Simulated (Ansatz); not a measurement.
`BO[SiH2]C` + `[F][SnH]([SH])[Cl]` → `C[S][SnH]([F])[Cl]` + `BO[SiH3]` at 400 K and 1 bar (substitution at a C–Si bond).

Calculated with Ansatz (gas phase, PBE0-D4/def2-TZVP geometries, no zero-point term in ΔE). CCSD(T)/CBS is the MP2 limit (def2-TZVPP, def2-QZVPP) plus CCSD(T) − MP2 in def2-TZVPP, frozen cores. def2 core potentials past Kr. For Sn outer-core shells are correlated without core-valence functions, which leaves a few kJ/mol of doubt a bond. Each species was taken in one conformer, which may not be the lowest.

```
             species  CCSD(T)/CBS energy (Eh)  H − E (kJ/mol)  S (J/(mol·K))
         `BO[SiH2]C`               -431.39483           240.6          363.7
`[F][SnH]([SH])[Cl]`              -1172.67563            81.0          390.1
`C[S][SnH]([F])[Cl]`              -1211.93328           166.3          432.3
          `BO[SiH3]`               -392.11480           157.5          316.6
```

H − E and S are ideal-gas, rigid-rotor, harmonic terms from PBE0-D4/def2-TZVP, for one conformer and one mirror image of each species. 1 Eh = 2625.50 kJ/mol, R = 8.31446 J/(mol·K).

**Question.** By hand: ΔE, ΔH, ΔS and ΔG.

**Answer.** ΔE = (-1211.93328) + (-392.11480) − (-431.39483) − (-1172.67563) = 0.02238 Eh = 58.8 kJ/mol. Δ(H − E) = 166.3 + 157.5 − 240.6 − 81.0 = 2.2, so ΔH = 61.0 kJ/mol. ΔS = 432.3 + 316.6 − 363.7 − 390.1 = -4.9 J/(mol·K). ΔG = 61.0 − 400 × (-4.9)/1000 = 63.0 kJ/mol.

**Question.** By hand: the equilibrium constant, and the temperature at which ΔG would vanish if ΔH and ΔS stayed fixed.

**Answer.** log₁₀ K = −ΔG/(RT ln 10) = -8.2. ΔH and −TΔS have one sign here, so there is no such temperature. One of them is within its doubt of zero, so this could turn.

The number of gas molecules stays the same, so ΔS is small and ΔH decides. A doubt of 5 kJ/mol in ΔE shifts log₁₀ K by 0.7 here. Other conformers and mirror images would add mixing entropy, several J/(mol·K) or more a flexible species. Modes under 60 cm⁻¹, often nearly free rotors, make the harmonic entropy too high. These are equilibria of isolated gas molecules and say nothing of rates. Largest T1 diagnostic: 0.013 (customary marks: 0.02 for closed shells, 0.045 for open ones).
